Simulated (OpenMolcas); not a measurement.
Rb: effect of the basis set

```
Program             : OpenMolcas
Method              : CASSCF
Active space        : 1 electron in 4 orbitals (5s 5p)
State averaging     : 2S+1 = 2 even, 1 root; 2S+1 = 2 odd, 3 roots
Spin-orbit coupling : RASSI with atomic mean-field integrals over the reference wave functions, term energies averaged over their components
```

A. ANO-R1 [5s4p2d], X2C, finite nucleus; cost roughly 6 core-seconds
B. ANO-RCC-VDZP [6s5p2d], DKH2, point nucleus; cost roughly 7 core-seconds
C. ANO-R2 [6s5p3d1f], X2C, finite nucleus; cost of the order of 7 core-seconds
D. ANO-RCC-VTZP [7s6p3d1f], DKH2, point nucleus; cost roughly 4 core-seconds
E. ANO-R3 [7s6p4d2f1g], X2C, finite nucleus; cost of the order of 8 core-seconds
F. ANO-RCC-VQZP [8s7p4d2f1g], DKH2, point nucleus; cost roughly 6 core-seconds

Energies in cm⁻¹ above 5s ²S_1/2, the measured ground level; measured values from NIST Handbook of Basic Atomic Spectroscopic Data.

| Level | A | B | C | D | E | F | Measured |
| --- | --- | --- | --- | --- | --- | --- | --- |
| 5s ²S_1/2 | 0.0 | 0.0 | 0.0 | 0.0 | 0.0 | 0.0 | 0.0 |
| 5p ²P°_1/2 | 20758 | 10737 | 20766 | 10737 | 20765 | 10738 | 12579 |
| 5p ²P°_3/2 | 21275 | 10877 | 21230 | 10874 | 21231 | 10873 | 12817 |

Deviations, from unrounded energies. A percentage is the sum of absolute deviations over the sum of measured energies, with the sign that they share, or ± where signs differ.

| Against measurement | Levels | A | B | C | D | E | F |
| --- | --- | --- | --- | --- | --- | --- | --- |
| mean absolute deviation (cm-1) | 2 | 8300 | 1900 | 8300 | 1900 | 8300 | 1900 |
| other configurations (%) | 2 | +65.5 | -14.9 | +65.4 | -14.9 | +65.4 | -14.9 |

B, D, F lie about equally close to measurement and A furthest from it. The largest miss of B in the table is 5p ²P°_3/2, by -1900 cm-1. The ranking rests on the paired levels alone, and a cruder setting can come out closer through cancelling errors.

Among A to F the level of the table that moves most is 5p ²P°_3/2, by 10000 cm-1 (lowest in F, highest in A).

ANO sets are built for ground and valence states and can reach diffuse excited orbitals poorly. With one active electron the reference holds no correlation, so core polarisation is missing. The ANO-R sets hold no well-fitted valence p shell for this element, so s → p excitations can come out far too high (holds for A; C; E). Computed and measured levels are paired by configuration, term and J; levels that our copy of the source lacks, or whose pairing is in doubt (as where it misses far off the trend of its configuration), stay unpaired and out of the deviations. Only configurations of the active space appear.

° marks odd parity.
